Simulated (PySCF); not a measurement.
Isomers of C6H10S, one GFN2-xTB conformer each. Single-point energies are computed at PBE0/pcSseg-1 (PySCF, gas phase, no added dispersion term), electronic only.

**Question.** Rank them by PBE0/pcSseg-1 energy, lowest first (kJ/mol).
A. `[CH2:1]=[CH:2]/[C:3]([CH3:4])=[CH:5]\[S:6][CH3:7]` with C1–C2–C3–C4 0°, C3–C5–S6–C7 180°
B. `[CH2:1]=[C:2]([CH3:3])[CH2:4][C:5]([CH3:6])=[S:7]` with C1–C2–C4–C5 106°, C2–C4–C5–C6 -63°

**Answer.** B (0.0), A (16.0).

As drawn, the lower has a C=S bond, which the higher lacks. GFN2-xTB itself gives, in the same order: 0.0, 35.4. Both levels put the same isomer lowest.

**Question.** Which frontier levels, dipoles and rotational constants go with these structures?

**Answer.** 
```csv
SMILES,"HOMO (eV, PBE0/pcSseg-1)",LUMO (eV),dipole (D),"A, B, C (MHz)"
C=C(C)CC(C)=S,-6.28,-2.00,2.51,"3649, 1381, 1163"
C=C/C(C)=C\SC,-5.74,-0.76,1.80,"4683, 1128, 919.3"
```
